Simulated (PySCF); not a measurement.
CdBr at B2PLYP

Level: B2PLYP. PySCF, spin-free X2C with a Gaussian nucleus, basis sets Cd x2c-TZVPPall, Br x2c-TZVPPall.

```
state                                            : ²Σ⁺ (doublet), unpaired electrons σ ↑
bond length                                      : 2.505 Å
harmonic wavenumber                              : 216 cm⁻¹
force constant                                   : 1.29 mdyn/Å
rotational constant Be                           : 0.05763 cm⁻¹
anharmonicity ωexe                               : 0.736 cm⁻¹
vibration–rotation constant αe                   : 0.000238 cm⁻¹
well depth De to Cd + Br                         : 1.48 eV
dissociation energy D0                           : 1.47 eV
bond order (Mayer)                               : 0.90
dipole moment (positive dipole means Cd(−)Br(+)) : -3.55 D
```

Correlated steps freeze 23 core orbitals. Spin–orbit coupling is left out. B2PLYP dipoles, levels and charges come from its SCF part alone. The state is the lowest determinant that a PBE0 search found; another state may lie lower at other levels.
